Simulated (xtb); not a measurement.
BrF2GeHO, SMILES [OH][Ge]([F])([F])[Br]. All values are semi-empirical tight-binding results from xtb (GFN2-xTB unless named), good for trends rather than for accurate numbers. Coordinates come from a GFN2-xTB optimisation. Other conformers were not sampled.

Optimised geometry:

```xyz
6

O      1.9879    -0.0331    -0.3481
Ge     0.3924    -0.4925     0.0097
F      0.3686    -1.3273     1.5204
F     -0.0980    -1.7409    -1.0748
Br    -0.9591     1.2669    -0.0340
H      2.6735    -0.7025    -0.3482
```

For metal compounds this method's bond lengths and energies can be far off.

The point group as xtb finds it comes out as Cs and the orbital gap comes out as 5.64 eV. The zero-point energy comes out as 10.4 kcal/mol. The G − E(el) at 298.15 K (modified RRHO) is -10.6 kcal/mol.

Computed atomic charges and the Wiberg bond orders between heavy atoms:
charges (e) O1 -0.41, Ge2 0.50, F3 -0.24, F4 -0.24, Br5 0.03, H6 0.36. Bond orders O1–Ge2 1.17, Ge2–F3 1.04, Ge2–F4 1.04, Ge2–Br5 1.16.
